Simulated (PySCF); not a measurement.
## The Sb–S bond energy of SbS₃⁻

All numbers come from PySCF, PBE0, basis Sb def2-TZVPD with ECP28, S def2-TZVPD (scalar-relativistic core potentials, no spin–orbit coupling, density fitting).

Each entry is the lowest minimum that a search over a few typed start shapes (and spin states, where more than one is plausible) found, or that minimum re-optimised at the stated level; isomers with ligand–ligand bonds, or fragments after loss of a ligand pair, can lie lower.

Total energies (Eh), which compare only within these settings: S atom -397.97425.

```json
{"species": "SbS₂⁻", "2S+1": "1", "group": "C2v", "E (Eh)": "-1036.52368", "ZPE (kJ/mol)": "6.1"}
{"species": "SbS₃⁻", "2S+1": "1", "group": "D3h", "E (Eh)": "-1434.60405", "ZPE (kJ/mol)": "10.5"}
```

(1) What are De and D0 for SbS₃⁻ → SbS₂⁻ + S?

Answers

(1) De = [(-1036.52368) + (-397.97425) − (-1434.60405)] × 2625.5 = 279 kJ/mol. The zero-point energy changes by -4.4 kJ/mol, so D0 = 274 kJ/mol.

Atoms and open shells are unrestricted, without spin–orbit or basis-set superposition corrections.

Spin–orbit coupling can matter for elements this heavy.
